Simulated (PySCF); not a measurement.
A calculated (UHF, PySCF 2.14, pcseg-2, no relativity, point nucleus) atom or ion has these occupied shells.

```csv
shell,electrons,orbital energy (eV),"rms radius, mean of both spins (bohr)"
1s,2,-10312.8,0.0572
2s,2,-1316.3,0.240
2p,6,-1161.9,0.213
3s,2,-181.71,0.710
3p,6,-129.70,0.743
3d,10,-40.319,0.892
4s,2,-18.750,2.54
```

Question: Name the element and its charge.

Answer: Ga⁺ (gallium, charge +1), in [Ar] 3d10 4s2, closed-shell 1S.
